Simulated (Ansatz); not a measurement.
Molecule: CHS, net charge -1, singlet state. It need not be the lowest isomer of its formula. Whether it binds its extra electron was not tested at this geometry. 
Coordinates optimised at B3LYP-D3(BJ)/def2-TZVP (Ansatz, a first-principles code):
```xyz
3

C     -1.0773     0.3107    -0.2890
S      0.5118    -0.0910     0.0907
H     -1.7245    -0.4085     0.2825
```
Charge -1, spin multiplicity 1.

Basis-set convergence of Hartree-Fock and CCSD correlation energies (hartree) with Ansatz. Correlated levels leave the core frozen unless marked. No spin-orbit coupling. Non-relativistic.

The Hartree-Fock reference is unstable (checked in the largest basis), which strains HF and MP2. The T1 diagnostic of CCSD in the largest basis is 0.025, which is high, so the coupled-cluster rows are less sure than usual.

```csv
basis,functions,E(HF),"E(corr, CCSD)"
aug-cc-pV(D+d)Z,64,-435.91461,-0.30660
aug-cc-pV(T+d)Z,124,-435.93244,-0.36511
aug-cc-pV(Q+d)Z,215,-435.93743,-0.38291
```

Extrapolating the two largest sets (X = 3 and 4) as X^-3: E(corr) = (64·(-0.38291) - 27·(-0.36511))/37 = -0.3959 Eh, an estimate of the basis-set limit. The largest set recovers 96.7 % of it, the smallest 77.4 %.
